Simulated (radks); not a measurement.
Values are calculated unless marked as measured or tabulated.
Numerical settings for the caesium ion Cs+, [Xe]. Code: a radial shooting solver on a logarithmic mesh with Libxc functionals. Model: scalar-relativistic Kohn-Sham, SCAN, spin-polarised, spherical densities, finite nucleus; meta-GGA in the generalised Kohn-Sham scheme; Fermi nuclear charge, rms radius 4.8041 fm. The defaults (mesh step 0.008 in ln r, mesh end at 40 bohr or more with all orbitals vanishing there, Anderson mixing 0.5 over 9 steps, residual threshold near 1e-9 with the energy settled to 1e-9 hartree or 1e-11 of itself, here a cap of 60 iterations) give E = -7787.993 hartree and 5p at -19.094 eV in 15 iterations. Times are rough (one thread of a shared host). Changes against that run (0 stands for a change within the tolerance of the run):

setting                     iterations         converged  E (mhartree)  e(5p) (meV)  CPU (s)
mesh step in ln r 0.2                4                no      diverged            -     0.04
mesh step in ln r 0.08               9                no      diverged            -     0.06
mesh step in ln r 0.03              12               yes         -48.9        +13.1     0.09
mesh end (bohr) 3                   14               yes     +1.71e+03    +1.43e+04     0.26
mesh end (bohr) 1                   13  level above zero     +3.13e+05    +9.58e+05     0.32
residual threshold 0.001            12               yes             0      -0.0292     0.27
residual threshold 0.01             12               yes             0      -0.0292     0.26
mixing 0.05                         22               yes             0     -0.00468     0.43
linear mixing, mixing 0.05          60                no         +23.1         -269      1.1
linear mixing, mixing 1             34                no      diverged            -     0.83
mixing history 2                    18               yes             0     +0.00302     0.35
iteration cap 2                      2                no          +486    -8.18e+03     0.06

Settled on a wrong energy, with an occupied level pushed above zero by the early mesh end: mesh end (bohr) 1 (+313 hartree). Apart from these: settings that end as converged yet miss the energy by more than 1 mhartree: mesh step in ln r 0.03 (-0.0489 hartree); mesh end (bohr) 3 (+1.71 hartree). A mesh that ends early acts as a hard wall.
